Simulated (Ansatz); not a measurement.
Species: HSe, charge 0, multiplicity 2. 
Geometry from a B3LYP-D3(BJ)/def2-TZVP (Ansatz, a quantum-chemistry and plane-wave program) optimisation:
```xyz
2

Se     0.0000     0.0000    -0.0421
H      0.0000     0.0000     1.4328
```
Charge 0, spin multiplicity 2.

Property: vertical electron affinity (to the singlet state of charge -1; a negative value means that the extra electron is unbound and the number depends on the basis; each state is the SCF solution reached for its spin), in eV. Cores are frozen in the correlated levels unless marked. Open shells are spin-unrestricted. Spin-orbit coupling is left out. Frozen are the shells of the preceding noble gas and the d and f shells that filled before the atom's block. Non-relativistic. Anions need diffuse functions: aug- sets have them; def2-D sets add few. Basis-set limits of correlation are two-point, X^-3; Hartree-Fock from the larger set.

```json
[
 {"level": "SVWN5/def2-TZVPD", "program": "Ansatz", "vertical electron affinity (eV)": "2.57"},
 {"level": "BHLYP/def2-TZVPD", "program": "Ansatz", "vertical electron affinity (eV)": "2.13"},
 {"level": "wB97M-V/def2-TZVPD", "program": "Ansatz", "vertical electron affinity (eV)": "2.24"},
 {"level": "wB97X-V/def2-TZVPD", "program": "Ansatz", "vertical electron affinity (eV)": "2.25"}
]
```

Problem. Estimate the value at CCSD(T)/CBS(aug-cc-pVTZ,aug-cc-pVQZ) as computed with Ansatz.

Solution. 2.36 eV
